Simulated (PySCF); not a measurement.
CH$_{4}$O, charge +1, doublet, at a GFN2-xTB geometry (a state made from the parent by changing its charge; the spin is typed, not shown lowest); PySCF with CCSD/def2-SVP.

Input for PySCF:
```python
from pyscf import gto, scf, cc

mol = gto.M(
    atom='''
C    -0.08203668    0.60493218    0.11482401
O     0.06067739   -0.68366516   -0.17494028
H    -1.18198643    0.86214509    0.11391237
H     0.62482878   -1.22970011    0.41246267
H     0.43910736    0.99198948    0.99712096
H     0.12485126    1.21529375   -0.81291782
''',
    basis='def2-svp',
    charge=1,
    spin=1,
    verbose=4,
)

mf = scf.UHF(mol)
mf.kernel()

mycc = cc.CCSD(mf)
mycc.kernel()
print('E(CCSD) = %.10f' % mycc.e_tot)
mf.analyze()
```

Question: What does PySCF print? Leave out banner, timings and long lists.

Answer: 
```
PySCF version 2.14.0

[INPUT] verbose = 4
[INPUT] num. atoms = 6
[INPUT] num. electrons = 17
[INPUT] charge = 1
[INPUT] spin (= nelec alpha-beta = 2S) = 1
[INPUT] symmetry False subgroup None
[INPUT] Mole.unit = angstrom
[INPUT] Symbol           X                Y                Z      unit          X                Y                Z       unit  Magmom
[...]
nuclear repulsion = 41.3191666910559
number of shells = 24
number of NR pGTOs = 76
number of NR cGTOs = 48
basis = def2-svp
ecp = {}

******** <class 'pyscf.scf.uhf.UHF'> ********
method = UHF
initial guess = minao
damping factor = 0
level_shift factor = 0
DIIS = <class 'pyscf.scf.diis.CDIIS'>
diis_start_cycle = 1
diis_space = 8
diis_damp = 0
SCF conv_tol = 1e-09
SCF conv_tol_grad = None
SCF max_cycles = 50
direct_scf = True
direct_scf_tol = 1e-13
number electrons alpha = 9  beta = 8
Set gradient conv threshold to 3.16228e-05
init E= -115.054824279101

cycle= 1 E= -114.491500146405  delta_E= 0.563  |g|= 0.36  |ddm|= 1.48
cycle= 2 E= -114.564760374486  delta_E= -0.0733  |g|= 0.18  |ddm|= 0.406
cycle= 3 E= -114.579080589959  delta_E= -0.0143  |g|= 0.0524  |ddm|= 0.15
cycle= 4 E= -114.5841158465  delta_E= -0.00504  |g|= 0.0452  |ddm|= 0.0776
cycle= 5 E= -114.586990641626  delta_E= -0.00287  |g|= 0.0323  |ddm|= 0.0475
cycle= 6 E= -114.591690644724  delta_E= -0.0047  |g|= 0.0161  |ddm|= 0.108
cycle= 7 E= -114.592931750982  delta_E= -0.00124  |g|= 0.00459  |ddm|= 0.0697
cycle= 8 E= -114.592988803686  delta_E= -5.71e-05  |g|= 0.0029  |ddm|= 0.0119
cycle= 9 E= -114.593003403612  delta_E= -1.46e-05  |g|= 0.00175  |ddm|= 0.012
cycle= 10 E= -114.593005460383  delta_E= -2.06e-06  |g|= 0.00119  |ddm|= 0.0066
cycle= 11 E= -114.593007669506  delta_E= -2.21e-06  |g|= 0.000165  |ddm|= 0.00363
cycle= 12 E= -114.593007710389  delta_E= -4.09e-08  |g|= 3.85e-05  |ddm|= 0.000402
cycle= 13 E= -114.593007713112  delta_E= -2.72e-09  |g|= 1.34e-05  |ddm|= 9.83e-05
cycle= 14 E= -114.593007713414  delta_E= -3.03e-10  |g|= 4.37e-06  |ddm|= 3.37e-05
Extra cycle  E= -114.59300771343  delta_E= -1.62e-11  |g|= 2.28e-06  |ddm|= 5.12e-06
converged SCF energy = -114.59300771343  <S^2> = 0.76712218  2S+1 = 2.0170495

******** <class 'pyscf.cc.uccsd.UCCSD'> ********
CC2 = 0
CCSD nocc = (np.int64(9), np.int64(8)), nmo = (48, 48)
max_cycle = 50
direct = 0
conv_tol = 1e-07
conv_tol_normt = 1e-06
diis_space = 6
diis_start_cycle = 0
diis_start_energy_diff = 1e+09
Init t2, MP2 energy = -0.307501944846134
Init E_corr(UCCSD) = -0.307501944850091
cycle = 1  E_corr(UCCSD) = -0.326200959457561  dE = -0.0186990146  norm(t1,t2) = 0.0751971
cycle = 2  E_corr(UCCSD) = -0.334768724437636  dE = -0.00856776498  norm(t1,t2) = 0.0305142
cycle = 3  E_corr(UCCSD) = -0.338643050979775  dE = -0.00387432654  norm(t1,t2) = 0.0240561
cycle = 4  E_corr(UCCSD) = -0.341108296278489  dE = -0.0024652453  norm(t1,t2) = 0.0124036
cycle = 5  E_corr(UCCSD) = -0.340877844064547  dE = 0.000230452214  norm(t1,t2) = 0.00598003
cycle = 6  E_corr(UCCSD) = -0.340931236842683  dE = -5.33927781e-05  norm(t1,t2) = 0.00105843
cycle = 7  E_corr(UCCSD) = -0.340950510971188  dE = -1.92741285e-05  norm(t1,t2) = 0.000327241
cycle = 8  E_corr(UCCSD) = -0.340944384494042  dE = 6.12647715e-06  norm(t1,t2) = 0.000105035
cycle = 9  E_corr(UCCSD) = -0.340942105154894  dE = 2.27933915e-06  norm(t1,t2) = 3.97385e-05
cycle = 10  E_corr(UCCSD) = -0.340941956644889  dE = 1.48510004e-07  norm(t1,t2) = 1.31164e-05
cycle = 11  E_corr(UCCSD) = -0.340941926505279  dE = 3.01396099e-08  norm(t1,t2) = 5.11563e-06
cycle = 12  E_corr(UCCSD) = -0.340941914791682  dE = 1.17135975e-08  norm(t1,t2) = 2.31182e-06
cycle = 13  E_corr(UCCSD) = -0.340941831794907  dE = 8.29967745e-08  norm(t1,t2) = 1.2499e-06
cycle = 14  E_corr(UCCSD) = -0.340941764541843  dE = 6.72530643e-08  norm(t1,t2) = 5.23349e-07
UCCSD converged
E(UCCSD) = -114.9339494779722  E_corr = -0.340941764541843
E(CCSD) = -114.9339494780
**** SCF Summaries ****
Total Energy =                        -114.593007713430396
Nuclear Repulsion Energy =              41.319166691055912
One-electron Energy =                 -232.155080471917444
Two-electron Energy =                   76.242906067431136
Two-electron Coulomb Energy =           90.745239050782260
DFT Exchange-Correlation Energy =      -14.502332983351124
**** MO energy ****
                             alpha | beta                alpha | beta
[...]
To work with the spin densities directly, `use mulliken_meta_spin()` only printing them here.

 ** Mulliken spin pop alpha/beta on meta-lowdin orthogonal AOs **
 ** Mulliken Spin Density (per AO)  **
spin_pop of  0 C 1s        0.00000
spin_pop of  0 C 2s       -0.01641
spin_pop of  0 C 3s        0.00034
spin_pop of  0 C 2px      -0.00798
spin_pop of  0 C 2py      -0.03535
spin_pop of  0 C 2pz      -0.01029
spin_pop of  0 C 3px       0.00156
spin_pop of  0 C 3py      -0.00014
spin_pop of  0 C 3pz       0.00089
spin_pop of  0 C 3dxy      0.00012
spin_pop of  0 C 3dyz      0.00037
spin_pop of  0 C 3dz^2    -0.00002
spin_pop of  0 C 3dxz     -0.00005
spin_pop of  0 C 3dx2-y2    0.00044
spin_pop of  1 O 1s       -0.00000
spin_pop of  1 O 2s        0.03609
spin_pop of  1 O 3s       -0.00001
spin_pop of  1 O 2px       0.51936
spin_pop of  1 O 2py       0.06417
spin_pop of  1 O 2pz       0.26515
spin_pop of  1 O 3px       0.00176
spin_pop of  1 O 3py       0.00059
spin_pop of  1 O 3pz       0.00109
spin_pop of  1 O 3dxy     -0.00035
spin_pop of  1 O 3dyz      0.00009
spin_pop of  1 O 3dz^2     0.00030
spin_pop of  1 O 3dxz     -0.00028
spin_pop of  1 O 3dx2-y2   -0.00024
spin_pop of  2 H 1s        0.10652
spin_pop of  2 H 2s        0.00190
spin_pop of  2 H 2px       0.00049
spin_pop of  2 H 2py      -0.00002
spin_pop of  2 H 2pz      -0.00001
spin_pop of  3 H 1s       -0.03796
spin_pop of  3 H 2s       -0.00135
spin_pop of  3 H 2px       0.00009
spin_pop of  3 H 2py      -0.00007
spin_pop of  3 H 2pz      -0.00004
spin_pop of  4 H 1s        0.00036
spin_pop of  4 H 2s       -0.00001
spin_pop of  4 H 2px       0.00001
spin_pop of  4 H 2py      -0.00001
spin_pop of  4 H 2pz       0.00001
spin_pop of  5 H 1s        0.10652
spin_pop of  5 H 2s        0.00190
spin_pop of  5 H 2px      -0.00007
spin_pop of  5 H 2py       0.00002
spin_pop of  5 H 2pz       0.00050
 ** Mulliken Spin Density (per atom)  **
spin density of  0 C =     -0.06651
spin density of  1 O =      0.88772
spin density of  2 H =      0.10888
spin density of  3 H =     -0.03934
spin density of  4 H =      0.00037
spin density of  5 H =      0.10888
 ** Mulliken pop alpha/beta on meta-lowdin orthogonal AOs **
 ** Mulliken pop       alpha | beta **
In total             9.00000 | 8.00000
 ** Mulliken atomic charges   ( Nelec_alpha | Nelec_beta ) **
charge of  0C =     -0.04778  (     2.99064      3.05715 )
charge of  1O =      0.03274  (     4.42749      3.53977 )
charge of  2H =      0.21233  (     0.44827      0.33939 )
charge of  3H =      0.43647  (     0.26209      0.30143 )
charge of  4H =      0.15390  (     0.42323      0.42287 )
charge of  5H =      0.21233  (     0.44827      0.33939 )

WARN: System has nonzero charge 1; the dipole moment is origin-dependent.
Location of origin: [0. 0. 0.]

Dipole moment(X, Y, Z, Debye):  0.81650, -0.13845,  1.09851
```
